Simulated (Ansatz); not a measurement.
Z-matrix (Å, degrees):
```
C
Si 1 1.908
Cl 1 1.781 2 108.9
F 1 1.369 2 110.8 3 120.1
H 1 1.092 2 114.1 3 -117.9
H 2 1.482 1 107.7 3 61.8
H 2 1.481 1 108.1 3 -58.6
H 2 1.485 1 108.5 3 -178.9
```

Total charge 0; spin multiplicity 1.

Question: List the PBE0/def2-TZVPP orbital energies in eV (Ansatz 0.2.0). (Estimate.)

Answer: Computed: Occupied: -2767.72, -1802.96, -674.47, -281.88, -259.54, -197.88, -197.66, -197.64, -145.34, -100.00, -99.98, -99.98, -34.35, -24.18, -19.11, -15.84, -14.97, -13.98, -13.19, -11.08, -10.40, -10.14, -10.04, -9.25, -8.35. Lowest empty: -0.07, 0.65, 0.85, 1.43, 1.75, 1.89, 2.59, 4.36.
